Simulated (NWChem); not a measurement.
Isomers of CH3FO2Si, each optimised at PBE0/def2-SVP with NWChem, gas phase unless a solvent is named. Flexible species stand in one conformer each, which need not be the lowest.  Relative energies count from the lowest isomer at each level and are electronic, without zero-point energy, on those geometries.

A: O=CO[SiH2]F
B: OC(=O)[SiH2]F
C: O1CO[SiH]1F
D: F[Si@@H](C=O)O

Q: Rank them by relative energy, PW6B95/def2-TZVP (kcal/mol), lowest first.

A: C (0.0), A (7.9), D (18.6), B (34.3)
